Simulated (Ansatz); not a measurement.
One change: `C=[CH][AlH][F]` becomes `C=[CH][AlH][CH3]`.

Ansatz, PBE0-D4/def2-TZVP geometries, multiplicity 1. Each molecule was computed in one conformer, which needn't be the lowest.

```tsv
property	`C=[CH][AlH][F]`
HOMO–LUMO gap (ωB97M-V/def2-TZVPP) / eV	10.99
size of the dipole moment (PBE/def2-TZVPP) / D	1.95
LUMO energy (B3LYP/def2-TZVPP) / eV	-1.63
LUMO energy (PBE/def2-TZVPP) / eV	-2.28
size of the dipole moment (B3LYP/def2-TZVPP) / D	2.00
LUMO energy (ωB97M-V/def2-TZVPP) / eV	0.41
```

**Question.** What does the change do to each property? (Estimate.)

**Answer.** Ansatz gave: 
```json
{"property": "HOMO–LUMO gap (ωB97M-V/def2-TZVPP) / eV", "`C=[CH][AlH][CH3]`": "10.41", "shift": "-0.58"}
{"property": "size of the dipole moment (PBE/def2-TZVPP) / D", "`C=[CH][AlH][CH3]`": "0.83", "shift": "-1.12"}
{"property": "LUMO energy (B3LYP/def2-TZVPP) / eV", "`C=[CH][AlH][CH3]`": "-1.59", "shift": "0.04"}
{"property": "LUMO energy (PBE/def2-TZVPP) / eV", "`C=[CH][AlH][CH3]`": "-2.21", "shift": "0.07"}
{"property": "size of the dipole moment (B3LYP/def2-TZVPP) / D", "`C=[CH][AlH][CH3]`": "0.77", "shift": "-1.23"}
{"property": "LUMO energy (ωB97M-V/def2-TZVPP) / eV", "`C=[CH][AlH][CH3]`": "0.36", "shift": "-0.05"}
```

Dipoles are sizes alone; their direction can turn.

B3LYP here is the variant with VWN-RPA as its local correlation; programs differ in this.
